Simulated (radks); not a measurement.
Coulomb parameter of the 4f shell of the thulium ion Tm2+ in the model configuration [Xe] 4f12 6s1, as a second difference U = [E(n + 0.5) + E(n - 0.5) - 2 E(n)] / (0.5)^2 with all orbitals relaxed. "Bare": the charge of the atom changes with n. "Screened": the 6s shell takes up the change at fixed total charge, which measures U(4f,4f) + U(6s,6s) - 2 U(4f,6s). Method: Dirac Kohn-Sham, PBE, spin-unpolarised, spherical densities, finite nucleus; open shells are shared between the two j in proportion to 2j + 1; Fermi nuclear charge, rms radius 5.2256 fm; computed with a radial shooting solver on a logarithmic mesh with Libxc functionals.

case	configuration	E - E(n) (eV)
start	[Xe] 4f12 6s1	0.000
bare +0.5	[Xe] 4f12.5 6s1	-11.033
bare -0.5	[Xe] 4f11.5 6s1	15.659
screened +0.5	[Xe] 4f12.5 6s0.5	-3.752
screened -0.5	[Xe] 4f11.5 6s1.5	5.698

U(bare) = 18.503 eV, U(screened by 6s) = 7.783 eV.
